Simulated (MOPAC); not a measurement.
Job for MOPAC: PM6 on CH7GeI (a complex).

```
PM6 1SCF PRECISE CHARGE=0 THREADS=1
CH7GeI

Ge     0.17374332 1     0.26339924 1     0.11221274 1
H     -1.03606360 1    -0.49600277 1     0.67642651 1
H     -0.02817797 1     0.48166452 1    -1.39676772 1
H      1.45347061 1    -0.54654941 1     0.34937130 1
H      0.28386648 1     1.62857195 1     0.80713269 1
C     -1.43858875 1     1.13128498 1     3.67718989 1
I      0.28212257 1    -0.06186882 1     4.18908812 1
H     -2.05660358 1     0.53672165 1     3.01463854 1
H     -1.95512033 1     1.36837043 1     4.59992322 1
H     -1.07512532 1     2.02425727 1     3.18241884 1
```

Output:

```
*******************************************************************************
 **                                                                           **
 **                              MOPAC v23.2.5                                **
 **                                                                           **
 *******************************************************************************
 ** MOPAC's Digital Object Identifier: https://doi.org/10.5281/zenodo.6511958 **
 **                                                                           **
 ** Please cite the open-source release paper for use of this MOPAC version:  **
 ** J. E. Moussa and J. J. P. Stewart (2026)                                  **
 ** MOPAC: An open-source semiempirical molecular orbital program             **
 ** J. Open Source Softw., 11(119), 8025, https://doi.org/10.21105/joss.08025 **
 *******************************************************************************

                              PM6 CALCULATION RESULTS

 *******************************************************************************
 *  PM6        - The PM6 Hamiltonian to be used
 *
 *
 *
 *                 CHARGE ON SYSTEM = 0
 *
 *
 *
 *  PRECISE    - TIGHTER CRITERIA TO BE USED
 *  1SCF       - DO 1 SCF AND THEN STOP
 *  THREADS=1  - MULTI-THREADING NOT USED
 *  T=         - A TIME OF 172800.0 SECONDS REQUESTED
 *  DUMP=N     - RESTART FILE WRITTEN EVERY 7200.0 SECONDS REQUESTED
 *******************************************************************************
PM6 1SCF PRECISE CHARGE=0 THREADS=1
 CH7GeI

   ATOM   CHEMICAL          X               Y               Z
  NUMBER   SYMBOL      (ANGSTROMS)     (ANGSTROMS)     (ANGSTROMS)

     1      Ge          0.17374332  *   0.26339924  *   0.11221274  *
     2       H         -1.03606360  *  -0.49600277  *   0.67642651  *
     3       H         -0.02817797  *   0.48166452  *  -1.39676772  *
     4       H          1.45347061  *  -0.54654941  *   0.34937130  *
     5       H          0.28386648  *   1.62857195  *   0.80713269  *
     6       C         -1.43858875  *   1.13128498  *   3.67718989  *
     7       I          0.28212257  *  -0.06186882  *   4.18908812  *
     8       H         -2.05660358  *   0.53672165  *   3.01463854  *
     9       H         -1.95512033  *   1.36837043  *   4.59992322  *
    10       H         -1.07512532  *   2.02425727  *   3.18241884  *



          CARTESIAN COORDINATES

    NO.       ATOM           X           Y           Z

     1        Ge          0.1737      0.2634      0.1122
     2         H         -1.0361     -0.4960      0.6764
     3         H         -0.0282      0.4817     -1.3968
     4         H          1.4535     -0.5465      0.3494
     5         H          0.2839      1.6286      0.8071
     6         C         -1.4386      1.1313      3.6772
     7         I          0.2821     -0.0619      4.1891
     8         H         -2.0566      0.5367      3.0146
     9         H         -1.9551      1.3684      4.5999
    10         H         -1.0751      2.0243      3.1824

 General Reference for PM6:
 "Optimization of Parameters for Semiempirical Methods V: Modification of NDDO Approximations
 and Application to 70 Elements", J. J. P. Stewart, J. Mol. Mod., 13, 1173-1213 (2007)
 URL: https://link.springer.com/article/10.1007/s00894-007-0233-4

           Empirical Formula: C H7 Ge I  =    10 atoms



      MOLECULAR POINT GROUP   :   Cs


      RHF CALCULATION, NO. OF DOUBLY OCCUPIED LEVELS = 11


 -------------------------------------------------------------------------------
 PM6 1SCF PRECISE CHARGE=0 THREADS=1
 CH7GeI



     1SCF WAS SPECIFIED, SO BFGS WAS NOT USED
     SCF FIELD WAS ACHIEVED


                              PM6 CALCULATION
                                                       MOPAC v23.2.5 Linux




          FINAL HEAT OF FORMATION =         23.57125 KCAL/MOL =      98.62212 KJ/MOL


          COSMO AREA              =        149.67 SQUARE ANGSTROMS
          COSMO VOLUME            =        145.57 CUBIC ANGSTROMS

          IONIZATION POTENTIAL    =          9.884916 EV
          HOMO LUMO ENERGIES (EV) =         -9.885 -0.948
          NO. OF FILLED LEVELS    =         11
          MOLECULAR WEIGHT        =        218.5608         POINT GROUP:  Cs

          MOLECULAR DIMENSIONS (Angstroms)

            Atom       Atom       Distance
            H     9    H     3     6.36079
            H    10    I     7     2.67327
            H     5    H     2     2.32129


          SCF CALCULATIONS        =          1





   ATOM   CHEMICAL          X               Y               Z
  NUMBER   SYMBOL      (ANGSTROMS)     (ANGSTROMS)     (ANGSTROMS)

     1      Ge          0.17374332  *   0.26339924  *   0.11221274  *
     2       H         -1.03606360  *  -0.49600277  *   0.67642651  *
     3       H         -0.02817797  *   0.48166452  *  -1.39676772  *
     4       H          1.45347061  *  -0.54654941  *   0.34937130  *
     5       H          0.28386648  *   1.62857195  *   0.80713269  *
     6       C         -1.43858875  *   1.13128498  *   3.67718989  *
     7       I          0.28212257  *  -0.06186882  *   4.18908812  *
     8       H         -2.05660358  *   0.53672165  *   3.01463854  *
     9       H         -1.95512033  *   1.36837043  *   4.59992322  *
    10       H         -1.07512532  *   2.02425727  *   3.18241884  *

                             CARTESIAN COORDINATES

   1   Ge        0.173743320     0.263399240     0.112212740
   2    H       -1.036063600    -0.496002770     0.676426510
   3    H       -0.028177970     0.481664520    -1.396767720
   4    H        1.453470610    -0.546549410     0.349371300
   5    H        0.283866480     1.628571950     0.807132690
   6    C       -1.438588750     1.131284980     3.677189890
   7    I        0.282122570    -0.061868820     4.189088120
   8    H       -2.056603580     0.536721650     3.014638540
   9    H       -1.955120330     1.368370430     4.599923220
  10    H       -1.075125320     2.024257270     3.182418840


           Empirical Formula: C H7 Ge I  =    10 atoms



      MOLECULAR POINT GROUP   :   Cs


                  EIGENVALUES
 -25.78854 -19.51961 -19.35221 -15.18307 -15.16858 -12.35143 -12.12702 -12.11251
 -12.09807  -9.95026  -9.88492  -0.94768   2.35332   2.35595   2.42144   3.65611
   5.06690   5.08663   5.87140 110.39231 110.39942 110.45163 110.86011 110.86207


              NET ATOMIC CHARGES AND DIPOLE CONTRIBUTIONS

  ATOM NO.   TYPE          CHARGE      No. of ELECS.   s-Pop       p-Pop       d-Pop
    1         Ge          -0.592419        4.5924     1.22422     3.36820
    2          H           0.148464        0.8515     0.85154
    3          H           0.140480        0.8595     0.85952
    4          H           0.155331        0.8447     0.84467
    5          H           0.147971        0.8520     0.85203
    6          C          -0.482314        4.4823     1.08959     3.39272
    7          I          -0.084197        7.0842     1.98198     5.09763     0.00459
    8          H           0.188599        0.8114     0.81140
    9          H           0.189633        0.8104     0.81037
   10          H           0.188452        0.8115     0.81155
 DIPOLE           X         Y         Z       TOTAL
 POINT-CHG.    -1.364     0.941    -0.357     1.695
 HYBRID         0.392    -0.271     0.110     0.489
 SUM           -0.972     0.670    -0.246     1.206


          ATOMIC ORBITAL ELECTRON POPULATIONS

     Atom    s        px        py        pz      x^2-y^2     xz        z^2       yz        xy
    1 Ge   1.22422   1.12785   1.12369   1.11666
    2  H   0.85154
    3  H   0.85952
    4  H   0.84467
    5  H   0.85203
    6  C   1.08959   1.05611   1.13738   1.19924
    7  I   1.98198   1.42588   1.72373   1.94802   0.00083   0.00076   0.00068   0.00039   0.00193
    8  H   0.81140
    9  H   0.81037
   10  H   0.81155

 **********************
 *                    *
 * JOB ENDED NORMALLY *
 *                    *
 **********************




 == MOPAC DONE ==
```

The run finished.

Cost: around 0.04 core-seconds (rough).
